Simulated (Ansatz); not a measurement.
Two members of one family (Series TeX2), computed with Ansatz in the gas phase; def2 core potentials for Te, no spin–orbit coupling. The two geometries come from different levels. Binding counts from free atoms in the multiplicity of their measured ground term, without zero-point energy. A dash marks a value that wasn't run or was left out as unsound. The structures are stationary points that may keep the symmetry of their start.

First: Te(SiH3)2 (singlet, charge 0, r2SCAN-D4/def2-SVP geometry).

```xyz
9

Te    1.505    0.671   -0.668
Si   -0.130   -1.071   -1.440
H    -1.488   -0.480   -1.628
H    -0.223   -2.191   -0.456
H     0.384   -1.583   -2.742
Si    0.175    1.091    1.420
H     0.902    2.151    2.177
H     0.079   -0.149    2.247
H    -1.204    1.560    1.089
```

```tsv
level	HOMO (eV)	LUMO (eV)	gap (eV)	vertical IE (eV)	vertical triplet (eV)	binding per atom (eV)
PBE-D4/def2-SVP	-5.43	-1.39	4.04	–	–	2.80
r2SCAN-D4/def2-TZVP	-5.78	-1.32	4.46	8.40	4.00	2.84
r2SCAN-D4/def2-TZVPD	-5.79	-1.36	4.43	–	–	2.85
PBE0-D4/def2-SVP	-6.48	-0.60	5.88	–	–	2.79
PBE0-D4/def2-TZVP	-6.54	-0.80	5.74	8.44	4.02	2.81
```

Second: TeMe2 (singlet, charge 0, PBE-D4/def2-TZVP geometry).

Cartesian coordinates in Å:
```
Te -1.321 0.169 0.596
C 0.311 1.535 0.223
H 0.511 1.584 -0.852
H 1.199 1.207 0.772
H -0.005 2.521 0.587
C -0.290 -1.538 -0.232
H 0.622 -1.734 0.342
H -0.056 -1.351 -1.285
H -0.970 -2.394 -0.151
```

Task: Estimate the same table for the second.

Result: 
```csv
level,HOMO (eV),LUMO (eV),gap (eV),vertical IE (eV),vertical triplet (eV),binding per atom (eV)
PBE-D4/def2-SVP,-4.48,-1.02,3.46,–,–,3.59
r2SCAN-D4/def2-TZVP,-4.85,-1.04,3.80,7.72,3.17,3.53
r2SCAN-D4/def2-TZVPD,-4.86,-1.11,3.75,–,–,3.53
PBE0-D4/def2-SVP,-5.57,-0.19,5.38,–,–,3.55
PBE0-D4/def2-TZVP,-5.67,-0.47,5.21,7.78,3.24,3.54
```
